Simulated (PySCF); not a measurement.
An unknown is described by computed data only.

Formula: C5H13NSi.

| Quantity | Value |
| --- | --- |
| UV, strongest line | among the 6 lowest singlet transitions: S2 at 5.76 eV (215 nm, f = 0.019) [TDDFT PBE0/def2-SVPD] |
| Triplet | lowest triplet excitation (Tamm–Dancoff): 4.25 eV [TDA PBE0/def2-SVPD] |
| Polarisability | 96.7 au [PBE0/def2-SVPD] |
| 1H NMR | chemical shifts (computed TMS as zero) by class: 6.18 (1 H), 5.80 (1 H), 4.83 (2 H), 2.58 (6 H), 2.07 (3 H) ppm [GIAO PBE0/pcSseg-1] |
| Rotational structure | rotational constants A, B, C: 3.582, 1.288, 1.215 GHz [GFN2-xTB] |
| Dipole | 0.73 D [PBE0/def2-SVPD] |
| NMR, other nuclei | isotropic shieldings of nuclei other than C and H, by class: 253 (1 N), 374 (1 Si) ppm [GIAO PBE0/pcSseg-1] |
| 13C NMR | chemical shifts (computed TMS as zero) by class: 153.6 (1 C), 137.3 (1 C), 40.8 (2 C), 26.5 (1 C) ppm [GIAO PBE0/pcSseg-1] |
| UV, first state | lowest singlet excitation: 5.00 eV (248 nm, f = 0.002) [TDDFT PBE0/def2-SVPD] |

Gas-phase values; electronic properties from PySCF, density fitting. Levels stand in brackets. NMR shifts are as computed; neighbouring signals can stand in another order in a measured spectrum. Isolated species at its GFN2-xTB geometry (one conformer only). NMR classes are plain means over equivalent atoms (diastereotopic ones count apart unless rotation or inversion swaps them), as if these changed places fast.

Problem. Propose a structure and show how it fits.

Solution. Numbering: `[CH2:1]=[C:2]([CH3:3])[SiH2:4][N:5]([CH3:6])[CH3:7]`. Its formula, C5H13NSi, gives 1 degree of unsaturation: 0 rings and 1 π bond in the structure found. 5 carbons fall into 4 classes; from least to most shielded: fully substituted alkene carbon [C2] (153.6 ppm), terminal =CH2 carbon [C1] (137.3 ppm), N-methyl carbon [C6/C7] (40.8 ppm, 2 C, up to 2.5 ppm apart in this geometry), allylic carbon [C3] (26.5 ppm). Hydrogen classes from least to most shielded: 1 H on a terminal =CH2 carbon, C1 (6.18 ppm), 1 H on a terminal =CH2 carbon, C1 (5.80 ppm), 2 H on an SiH2 silicon, Si4 (4.83 ppm), 6 H on 2 N-methyl carbons, C6/C7 (2.58 ppm, a mean of values up to 0.7 ppm apart in this geometry), 3 H on an allylic carbon, C3 (2.07 ppm). The other shieldings belong to: 253 ppm, silicon-bound nitrogen [N5]; 374 ppm, SiH2 silicon [Si4]. The optimised geometry has point group C1 and is an asymmetric top. Structure: `C=C(C)[SiH2]N(C)C`. Computed isomers that give other values at the same levels: `C/C=C(/[SiH3])N(C)C` (13C chemical shifts (computed TMS as zero) by class: 154.5 (1 C), 143.6 (1 C), 45.7 (2 C), 16.6 (1 C) ppm); `C=C[Si@H](CC)NC` (13C chemical shifts (computed TMS as zero) by class: 146.9 (1 C), 145.3 (1 C), 32.2 (1 C), 9.1 (1 C), 8.7 (1 C) ppm); `C[C@@H]1CCN([SiH3])C1` (13C chemical shifts (computed TMS as zero) by class: 59.9 (1 C), 50.1 (1 C), 37.8 (1 C), 35.4 (1 C), 23.6 (1 C) ppm). The assignments are read from this structure; whether some other isomer fits the data as well wasn't checked.

Shape of the structure used: `[CH2:1]=[C:2]([CH3:3])[SiH2:4][N:5]([CH3:6])[CH3:7]`: C1–C2–Si4–N5 121°, C2–Si4–N5–C6 -45°.
